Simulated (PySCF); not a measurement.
# Radial density of As (arsenic, neutral)

BHandHLYP, [Ar] 3d10 4s1 4p4, high-spin 4P determinant (an excited configuration). Calculation: PySCF 2.14, in dyall-av3z (24s17p11d2f, 144 functions); scalar relativity by spin-free X2C-1e.

```json
{"r (bohr)": "0.000798", "4πr²ρ (e/bohr)": "0.3156", "4πr²(ρα − ρβ)": "0.0002"}
{"r (bohr)": "0.00134", "4πr²ρ (e/bohr)": "0.7882", "4πr²(ρα − ρβ)": "0.0005"}
{"r (bohr)": "0.00226", "4πr²ρ (e/bohr)": "1.928", "4πr²(ρα − ρβ)": "0.0013"}
{"r (bohr)": "0.00380", "4πr²ρ (e/bohr)": "4.546", "4πr²(ρα − ρβ)": "0.0030"}
{"r (bohr)": "0.00639", "4πr²ρ (e/bohr)": "10.06", "4πr²(ρα − ρβ)": "0.0065"}
{"r (bohr)": "0.0107", "4πr²ρ (e/bohr)": "19.99", "4πr²(ρα − ρβ)": "0.0127"}
{"r (bohr)": "0.0181", "4πr²ρ (e/bohr)": "33.07", "4πr²(ρα − ρβ)": "0.0202"}
{"r (bohr)": "0.0304", "4πr²ρ (e/bohr)": "40.75", "4πr²(ρα − ρβ)": "0.0238"}
{"r (bohr)": "0.0511", "4πr²ρ (e/bohr)": "35.33", "4πr²(ρα − ρβ)": "0.0305"}
{"r (bohr)": "0.0860", "4πr²ρ (e/bohr)": "35.92", "4πr²(ρα − ρβ)": "0.0842"}
{"r (bohr)": "0.145", "4πr²ρ (e/bohr)": "47.71", "4πr²(ρα − ρβ)": "0.0961"}
{"r (bohr)": "0.243", "4πr²ρ (e/bohr)": "29.65", "4πr²(ρα − ρβ)": "-0.0207"}
{"r (bohr)": "0.409", "4πr²ρ (e/bohr)": "28.65", "4πr²(ρα − ρβ)": "0.2696"}
{"r (bohr)": "0.688", "4πr²ρ (e/bohr)": "22.95", "4πr²(ρα − ρβ)": "-0.0064"}
{"r (bohr)": "1.16", "4πr²ρ (e/bohr)": "5.387", "4πr²(ρα − ρβ)": "0.7936"}
{"r (bohr)": "1.95", "4πr²ρ (e/bohr)": "2.663", "4πr²(ρα − ρβ)": "1.6353"}
{"r (bohr)": "3.28", "4πr²ρ (e/bohr)": "0.9164", "4πr²(ρα − ρβ)": "0.4583"}
{"r (bohr)": "5.51", "4πr²ρ (e/bohr)": "0.06745", "4πr²(ρα − ρβ)": "0.0088"}
{"r (bohr)": "9.27", "4πr²ρ (e/bohr)": "0.0004881", "4πr²(ρα − ρβ)": "-0.0002"}
```

Densities and radii are taken from the X2C orbitals without a picture-change correction, which distorts them close to the nucleus.

Problem. Where is the radial spin density 4πr²(ρα − ρβ) most negative, and why is it negative at all?

Solution. Around r = 0.243 bohr, down to -0.0207 e/bohr: exchange with the open shell polarises the paired shells in an unrestricted calculation.
